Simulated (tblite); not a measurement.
Compound: C3H3Cl3F2Ge.
Numbering: `[F:1][GeH2:2]/[C:3]([F:4])=[CH:5]/[C:6]([Cl:7])([Cl:8])[Cl:9]` (hydrogens: H10, H11 on Ge2; H12 on C5)

Geometry (GFN2-xTB, Å), atoms numbered from 1 in this order:
```
atom  x, y, z in Å
F1    -2.6811    0.8896   -1.0653
Ge2   -2.2600   -0.3896    0.0373
C3    -0.2961   -0.5066   -0.1097
F4     0.1114   -1.7169   -0.5237
C5     0.5698    0.4677    0.1414
C6     2.0500    0.3609    0.0012
Cl7    2.6898   -0.9046    1.0924
Cl8    2.5051   -0.0597   -1.6733
Cl9    2.8264    1.8996    0.4234
H10   -2.7662    0.1432    1.3440
H11   -2.9265   -1.6041   -0.5300
H12    0.1785    1.4198    0.4685
```

Method: GFN2-xTB as coded in tblite; computed harmonic values from a numerical Hessian at the method's own geometry, unscaled. The method is semi-empirical: single wavenumbers can be off by several per cent or more. Modes of hydrogen on germanium can be 10 to 20 % off. One conformer, not necessarily the lowest. The optimisation stopped once no atom felt more than 0.01 eV/Å.

Lowest wavenumbers of the output (negative numbers stand for imaginary wavenumbers):
```
mode    cm-1
  1     -24.1
  2      24.1
  3      59.2
  4      76.0
  5     116.2
  6     164.0
  7     197.5
  8     220.4
  9     252.3
 10     274.9
```

Problem. Is this structure a minimum?

Solution. Not by this Hessian. 1 mode is imaginary beyond 20i (24i cm⁻¹), so at this level the point lies at or near a first-order saddle. The curvature is small, so loose convergence or finite differences may be the whole cause.

Problem. Which atoms move in the imaginary mode?

Solution. 24i: F1 (fluorine bonded to Ge) 62 %, Ge2 (germanium bonded to C, F and 2 H) 11 %. These are shares of the mass-weighted motion.

Problem. What is the remedy?

Solution. Step along that mode in both directions, optimise again with tighter thresholds and repeat the frequencies. The zero-point energy of this point (30.0 kcal/mol) counts the 29 real modes alone, and thermal corrections from it aren't those of a minimum.

Time: 1.1 s. Hardware: one thread, Arm Neoverse N1 (aarch64), shared host. This covers the Hessian and the dipole derivatives.
